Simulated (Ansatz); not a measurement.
Species: sum formula SnOF$_{2}$ (charge 0, singlet). SMILES: [O]=[Sn]([F])[F]
Structure (B3LYP-D3(BJ)/def2-TZVP (Ansatz, an electronic-structure program) minimum search):
```
Sn
O 1 1.8251
F 1 1.9083 2 131.13
F 1 1.9083 2 131.13 3 -180.00
```

Computed values are from Ansatz. Valence correlation only, unless marked. Open shells are spin-unrestricted. No spin-orbit coupling. Frozen are the shells of the preceding noble gas and the d and f shells that filled before the atom's block. Past Kr the def2 sets carry scalar-relativistic core potentials. CBS marks a two-point X^-3 extrapolation of the correlation energy; Hartree-Fock from the larger set. [CCSD(T)-MP2]/basis is that difference in the basis named.

atomisation energy De: 1247.1 kJ/mol at RI-MP2/CBS(def2-TZVPPD,def2-QZVPPD)+[CCSD(T)-MP2]/def2-TZVPPD
vertical ionisation energy (to the doublet): 11.25 eV at RI-MP2/CBS(def2-TZVPPD,def2-QZVPPD)+[CCSD(T)-MP2]/def2-TZVPPD
total energy: -488.2204 Eh at RI-MP2/CBS(def2-TZVPPD,def2-QZVPPD)+[CCSD(T)-MP2]/def2-TZVPPD
dipole moment: 0.87 D at CCSD(T)/def2-SVPD
T1 diagnostic: 0.024 at CCSD/def2-TZVPPD
